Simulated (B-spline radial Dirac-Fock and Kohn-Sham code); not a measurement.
**I⁷⁺ 4p3/2: cross section and angular parameters**

System: the I⁷⁺ ion, [Kr] 4d10; threshold 228.0 eV (orbital energy of the model). These are calculated numbers from a radial finite-basis atomic code; the model is Dirac-Hartree-Slater photoionisation with a Latter tail; cross sections with all multipoles, angular parameters from the dipole term and its interference with E2.

Input of the calculation (task.json; shells as n, l, electrons):

```json
{"items": [{
  "Z": 53,
  "q": 7,
  "cfg": [[1, 0, 2], [2, 0, 2], [2, 1, 6], [3, 0, 2], [3, 1, 6], [3, 2, 10], [4, 0, 2], [4, 1, 6], [4, 2, 10]],
  "A": 127,
  "rrms": 4.75,
  "do": "xps",
  "hv": [60, 82.1, 88.9, 116.0, 125.0, 209.0, 273.0, 289.0, 323.0, 371.0, 408.0, 566.0, 600, 716.0, 1000, 1290.0, 2220.0, 3370.0, 3770.0, 4000, 5340.0, 5520.0, 5680.0, 6000, 8820.0, 9251.7, 9420.0, 11000.0, 12000, 15000]
}]}
```

Command: `python xray2_run.py task.json out`

```tsv
hν (eV)	σ (kb)	β	γ	δ
273	291	0.456	-0.018	0.056
289	280	0.604	0.031	0.053
323	256	0.835	0.120	0.044
371	227	1.050	0.193	0.033
408	206	1.164	0.221	0.026
566	142	1.433	0.210	0.010
600	131	1.467	0.195	0.008
716	102	1.553	0.140	0.004
1000	61.7	1.656	0.030	0.001
1290	39.9	1.696	-0.023	0.001
2220	14.2	1.709	0.041	0.004
3370	5.82	1.666	0.269	0.009
3770	4.52	1.648	0.354	0.011
4000	3.94	1.638	0.403	0.012
5340	1.98	1.577	0.673	0.020
5520	1.82	1.569	0.707	0.022
5680	?	?	?	?
6000	1.48	1.548	0.796	0.025
8820	0.543	1.433	1.233	0.050
9251.7	0.477	1.417	1.289	0.054
9420	0.454	1.411	1.311	0.055
11000	0.296	1.355	1.496	0.071
12000	0.231	1.322	1.600	0.081
15000	0.122	1.231	1.861	0.113
```

Question: Give the values at 5680 eV.

Answer: σ = 1.70 kb, β = 1.562, γ = 0.737, δ = 0.023.
